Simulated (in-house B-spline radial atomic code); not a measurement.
## RPA and G0W0 on B3LYP (VWN-RPA): neutral beryllium

Configuration [He] 2s2, mean-field start B3LYP (VWN-RPA). Computed with an all-electron radial atomic-structure program (B-spline basis): all electrons, non-relativistic, point nucleus, each spin shell either full or empty, empty states to l = 9 with an (l + 1/2)⁻⁴ tail; G0W0 by contour deformation at full frequency.

Command:
```bash
python run_gw.py task.json out
```
Settings (radii: box in bohr, nucleus in fm):
```
Z                        4
electrons                4
configuration            [He] 2s2
hamiltonian              nr
method                   b3lyp
lmax                     9
spin_polarised           False
box_radius               40
intervals                47
ion_configuration        [He] 2s1
```

Cost of the run: 0.9 s on 1 thread of Arm Neoverse V2, with other jobs on the host.

Energies (hartree):

```json
{"term": "mean-field total", "value": "-14.67333"}
{"term": "Hartree-Fock functional on these orbitals", "value": "-14.57096"}
{"term": "direct second order", "value": "-0.21238"}
{"term": "second-order exchange", "value": "0.10437"}
{"term": "SOSEX correction", "value": "0.082085"}
```

**Question.** What is the RPA correlation energy, and what remains with SOSEX?

**Answer.** RPA gives -0.16694 hartree (-1.14 eV per electron); RPA + SOSEX gives -0.084855, and the second-order doubles -0.10801 hartree (no singles). SOSEX takes back 49 % of the RPA value.

Quasi-particle levels (eV):

```
level  occupied  mean field  Σx - vxc     Σc  QP weight   G0W0
   2s       yes      -6.319     -2.02      ?          ?      ?
   2p        no      -1.431      3.12  -1.26      0.886  0.432
```

G0W0 = mean field + (Σx - vxc) + Σc, with Σc (partial-wave tail included) taken at the quasi-particle energy. Levels of low weight are left out. An empty level above zero is unbound and depends on the box.

**Question.** Where does G0W0 put 2s?

**Answer.** At -9.092 eV, with Σc = -0.76 eV and a quasi-particle weight of 0.838. The tabulated removal energy is 9.323 eV (NIST, measured).

**Question.** What does it cost to remove one electron (to [He] 2s1) by differences of total energies, each species on its own start (correlation terms add to the Hartree-Fock functional)?

**Answer.** B3LYP (VWN-RPA) 9.110 eV, Hartree-Fock functional 8.031 eV, + RPA 9.429 eV, + RPA + SOSEX 9.088 eV, + second order 9.622 eV. Tabulated: 9.323 eV (NIST, measured).
